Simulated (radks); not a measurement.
Results of a calculation; reference values are marked as such.
Neutral nickel inside a hard spherical wall (all orbitals vanish at R), configuration held at [Ar] 3d8 4s2 and not refilled when levels cross. Level of theory: scalar-relativistic Kohn-Sham, LDA (Slater exchange, VWN5 correlation), spin-polarised, spherical densities, point nucleus; open shells are filled with parallel spins first (a radial shooting solver on a logarithmic mesh with Libxc functionals). Eigenvalues in eV for spin up, with the zero of energy where the potential of the charges vanishes at infinity; a dash marks a level that is unbound or too diffuse for the functional's potential to be trusted. A positive occupied level is held by the wall or, in an anion where self-interaction has pushed it up, behind a barrier. The pressure on the wall is -dE/dV.

R (bohr)  E (hartree)  kinetic (hartree)    e(3s)    e(3p)   e(3d)   e(4s)  e(4p, empty)  e(5s, empty)  pressure (GPa)
free      -1518.10597           1538.517  -111.48  -72.216  -9.996  -6.024        -1.393        -0.026               0
10        -1518.10582           1538.518  -111.47  -72.201  -9.981  -6.012        -1.311         1.515         0.00438
7         -1518.09964           1538.565  -111.16  -71.898  -9.684  -5.734        -0.634         5.721           0.373
6         -1518.08431           1538.654  -110.69  -71.420  -9.220  -5.250         0.256         9.841            1.73
4         -1517.83201           1539.720  -106.80  -67.567  -5.515  -0.293         7.528        36.962            54.1
3         -1516.94033           1542.862  -99.252  -60.151   1.809  12.458        23.715        88.201             478
2.5       -1515.41025           1547.911  -90.611  -51.669  10.684  30.978        45.519        149.99            1810
2         -1510.92854           1562.276  -73.199  -34.193  30.065  77.856        97.183        282.48            9050
